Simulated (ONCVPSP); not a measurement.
**What one change does to a pseudopotential (magnesium, ONCV)**

Mg, optimised norm-conserving Vanderbilt (ONCV), made with ONCVPSP 4.0.1 (PW91, non-relativistic). Core [Ne], reference 3s2. Waves: 3s: rc 2.80 bohr, ncon 4, nbas 8, qcut 1.9 1/bohr, 2 projectors, debl 3.4 Ha; p scattering state at 0.46 Ha: rc 2.75 bohr, ncon 4, nbas 9, qcut 3.5 1/bohr, local. Local part: the p channel. Core correction: Teter function, fcfact 1.5, rcfact 1.05.

In the p channel the program set the typed energies aside and used 0.050 Ha.

All-electron outer shells of the reference configuration (PW91, non-relativistic, ld1.x):

| shell | level (eV) | outermost node (bohr) | outermost maximum (bohr) |
| --- | --- | --- | --- |
| 2p | -46.80 | – | 0.48 |
| 3s | -4.73 | 0.90 | 2.56 |

Change: functional BLYP.

Cutoffs: the cutoffs (Ha) at which the residual kinetic energy of the hardest occupied pseudo-wave falls to 1 and 0.1 mHa per electron; they do not see the model core or the augmentation charge, which bear on the density cutoff. Errors are all-electron minus pseudo energies relative to the spin-unpolarised reference configuration.

**Question.** What does the change do?

**Answer.** The potential gets neither clearly harder nor softer (4.6 Ha and 19 Ha → 4.9 Ha and 20 Ha); the number of tests with a reliable result goes from 3 to 4; of the 3 tests that both files solve, the error grows in 3 and shrinks in 0 by more than 15 % and 0.3 meV (median size 3.5 → 4.3 meV); neither file shows a bound ghost.

| quantity | base | changed |
| --- | --- | --- |
| cutoff, loose | 4.6 Ha | 4.9 Ha |
| cutoff, tight | 19 Ha | 20 Ha |
| bound ghosts | none | none |
| GHOST(+) flags under 300 eV | none | none |
| tests with a reliable result | 3 of 4 | 4 of 4 |
| error for 3s1, meV [ΔE 7.98 → 7.88 eV] | -5.8 | +29 |
| error for 3s1.5, meV [ΔE 3.16 → 3.09 eV] | -1.3 | +4.3 |
| error for 3s1 3p1, meV [ΔE 3.48 → 3.51 eV] | -3.5 | +4.3 |
| s: phases at 2.85 bohr within 0.05 rad from the reference energy up to (Ha; the scan ends near 5) | 1.3 | 1.3 |
| p: phases at 2.80 bohr within 0.05 rad from the reference energy up to (Ha; the scan ends near 5) | 1.3 | n/a |
| rms error of d²Exc/dni dnj with the model core, mHa | 1.84 | 5.55 |

Base: The cutoffs count occupied waves only; projector 2 of the s channel, the hardest unoccupied one, needs 27 Ha at the loose tolerance. Changed file: The cutoffs count occupied waves only; projector 2 of the s channel, the hardest unoccupied one, needs 27 Ha at the loose tolerance.
